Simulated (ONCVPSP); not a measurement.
## zirconium (Zr), ONCV: configuration errors across variants

* Element: Zr (Z = 40)
* Generator: ONCVPSP 4.0.1
* Type: optimised norm-conserving Vanderbilt (ONCV)
* Functional: Wu-Cohen
* Relativity: fully relativistic
* Frozen core: [Ar] 3d10 4s2
* Valence charge: 10
* Reference configuration: 4p6 4d2 5s1 5p1
* Partial waves: 5s: rc 3.25 bohr, ncon 5, nbas 9, qcut 1.6 1/bohr, 2 projectors, debl 1.9 Ha; 4p+5p: rc 2.50 bohr, ncon 4, nbas 7, qcut 5.9 1/bohr, 2 projectors; 4d: rc 2.40 bohr, ncon 4, nbas 9, qcut 7.4 1/bohr, 2 projectors, debl 0.7 Ha
* Local potential: polynomial inside 1.80 bohr (lpopt 3, dvloc0 0 Ha)
* Core correction: Teter function, fcfact 5, rcfact 1.45

Open shells are filled in proportion to 2j + 1.

All-electron excitation energies from the reference (eV): (1) 4p6 4d2 5s2 5p0 -3.098; (2) 4p6 4d2 5s1 5p0 4.085; (3) 4p6 4d2 5s0 5p0 16.954.

1 further variants failed, have other tests or too few solved ones, and are left out.

Errors AE − PS in meV (a dash: test not solved or not reliable):

| change | (1) | (2) | (3) | bound ghosts | GHOST(+) flags above zero |
| --- | --- | --- | --- | --- | --- |
| base | -4.5 | -0.8 | -6.3 | none | s |
| d: rc 1.62; local potential polynomial inside 1.62 bohr (lpopt 3, dvloc0 0 Ha) | -4.2 | -0.6 | -6.6 | none | s |
| d: rc 1.84 | -4.5 | -0.8 | -6.6 | none | s |
| d: rc 2.08 | -4.5 | -0.8 | -6.5 | none | s |
| d: rc 2.42 | -4.4 | -0.8 | -6.3 | none | s |
| d: rc 2.52 | -4.4 | -0.8 | -6.2 | none | s |
| d: rc 2.8 | -4.3 | -0.8 | -5.7 | none | s |
| d: rc 3.26 | -4.2 | -0.8 | -4.7 | none | s |

Give the same row for: d: rc 3.02.

-4.1, -0.8, -4.1; bound ghosts: none; GHOST(+) flags above zero: s.
